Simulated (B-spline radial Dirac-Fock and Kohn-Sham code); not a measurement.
# 2s emission of Mn²⁺

System: Mn²⁺, [Ar] 3d4 4s1 (an excited configuration).

Input of the calculation (task.json; shells as n, l, electrons):

```json
{"items": [{
  "Z": 25,
  "q": 2,
  "cfg": [[1, 0, 2], [2, 0, 2], [2, 1, 6], [3, 0, 2], [3, 1, 6], [3, 2, 4], [4, 0, 1]],
  "A": 55,
  "rrms": 3.7057,
  "do": ["binding", "quiet", "decay"],
  "holes": ["K", "L1", "L2", "L3", "M1", "M2", "M3"]
}]}
```

Run with: `python xray_run.py task.json out`

The computed values come from a B-spline atomic structure program: independent-particle radiative and Coulomb Auger rates from relativistic LDA hole-state orbitals, with Dirac-Fock energies.

| line | multipole | energy (eV) | rate (s⁻¹) | share (%) |
| --- | --- | --- | --- | --- |
| L1-L2 | E1 | 121.0 | 3.96e+10 | 1.06 |
| L1-L3 | E1 | 131.1 | 1.02e+11 | 2.73 |
| L1-M2 | E1 | 723.8 | 1.25e+12 | 33.3 |
| L1-M3 | E1 | 725.1 | 2.35e+12 | 62.8 |
| L1-M4 | E2 | 777.1 | 1.30e+09 | 0.0346 |
| L1-M5 | E2 | 777.2 | 1.93e+09 | 0.0516 |

The listed lines hold 100.0 % of the radiative rate. The radiative width is 0.00247 eV in the length form and 0.00240 eV in the velocity form; the two differ because the transition energies are not eigenvalue differences of the potential that gave the orbitals.
